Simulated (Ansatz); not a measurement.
Calculated with Ansatz (gas phase, PBE0-D4/def2-TZVP geometries, no zero-point term in ΔE). CCSD(T)/CBS is the MP2 limit (def2-TZVPP, def2-QZVPP) plus CCSD(T) − MP2 in def2-TZVPP, frozen cores. This one scheme is used for every species. Functionals use def2-TZVPP. B3LYP here is the variant with VWN-RPA as its local correlation; programs differ in this. Elements past krypton have def2 core potentials. For Sn outer-core shells are correlated without core-valence functions, which leaves a few kJ/mol of doubt a bond. One conformer a species, not always the lowest.

`[CH3][SnH2][BH][SiH3]` → `[BH2][SnH2][CH3]` + `[SiH2]`  (silylene loss)

```
             level  ΔE (kJ/mol)  difference from CCSD(T)/CBS
            PBE-D4        243.8                         12.9
         r2SCAN-D4        253.5                         22.6
           PBE0-D4        247.5                         16.6
          B3LYP-D4        225.8                         -5.1
           ωB97X-V        238.9                          8.0
           ωB97M-V        221.5                         -9.4
            B2PLYP        221.3                         -9.6
               PBE        235.0                          4.1
            r2SCAN        251.1                         20.2
              PBE0        239.7                          8.8
             B3LYP        211.8                        -19.1
     HF/def2-TZVPP        199.4                        -31.5
    MP2/def2-TZVPP        236.9                          6.0
SCS-MP2/def2-TZVPP        223.9                         -7.0
   CCSD/def2-TZVPP        217.3                        -13.6
CCSD(T)/def2-TZVPP        223.1                         -7.8
     HF/def2-QZVPP        199.6                        -31.3
    MP2/def2-QZVPP        241.5                         10.6
SCS-MP2/def2-QZVPP        228.7                         -2.2
      HF/CBS(def2)        199.6                        -31.3
     MP2/CBS(def2)        244.7                         13.8
    CCSD/CBS(def2)        225.1                         -5.8
       CCSD(T)/CBS        230.9                            0
```

Largest T1 diagnostic among the species: 0.014.

In def2-TZVPP, CCSD(T) changes the Hartree–Fock value by +23.7 kJ/mol (the triples alone add +5.8 kJ/mol) and MP2 by +37.5 kJ/mol. The D4 term adds +14.0 kJ/mol with B3LYP and +7.9 kJ/mol with PBE0; it sums over pairs of atoms, weighted by their polarisabilities, and B3LYP, whose exchange is more repulsive, gets the larger term.
